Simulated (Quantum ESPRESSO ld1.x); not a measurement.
The numbers below are computed, except where a source is named.
Species: the germanium ion Ge+. Configuration: [Ar] 3d9 4s1.5 4p2.5 (fractional occupations, a model configuration).

Code: ld1.x of Quantum ESPRESSO 7.5. Model: Dirac Kohn-Sham, revPBE, spin-unpolarised, spherical densities, point nucleus; open shells are shared between the two j in proportion to 2j + 1.

Energy parts (hartree):
| part | energy |
|---|---|
| total | -2097.499 |
| kinetic | 2142.071 |
| electron-nucleus | -5039.848 |
| Hartree | 879.222 |
| exchange-correlation | -78.944 |

Orbitals (lengths in bohr, moments of r in powers of bohr; <r^-3> diverges for s and p1/2):
orbital      occ.  eigenvalue (hartree)   <1/r>  <r^-3>       <r^4>
1s1/2           2              -403.538   32.39       -  0.00002275
2s1/2           2              -51.2515   7.150       -    0.004686
2p1/2           2              -45.6688   7.110       -    0.003293
2p3/2           4              -44.4981   6.916   958.3    0.003515
3s1/2           2              -6.96725   2.309       -      0.3130
3p1/2           2              -5.12201   2.187       -      0.3795
3p3/2           4              -4.96148   2.141   132.5      0.4043
3d3/2         3.6              -1.83087   1.847   15.38      0.8683
3d5/2         5.4              -1.80788   1.835   14.96      0.8909
4s1/2         1.5              -0.84895  0.6876       -       27.87
4p1/2    0.833333              -0.50325  0.5625       -       64.62
4p3/2     1.66667              -0.49188  0.5532   9.439       68.49

The highest occupied level is 4p3/2 at -13.385 eV. Summed over all electrons, <r^2> = 31.76 bohr^2, which gives a Langevin (diamagnetic) susceptibility term of -25.2 x 10^-6 cm^3/mol.
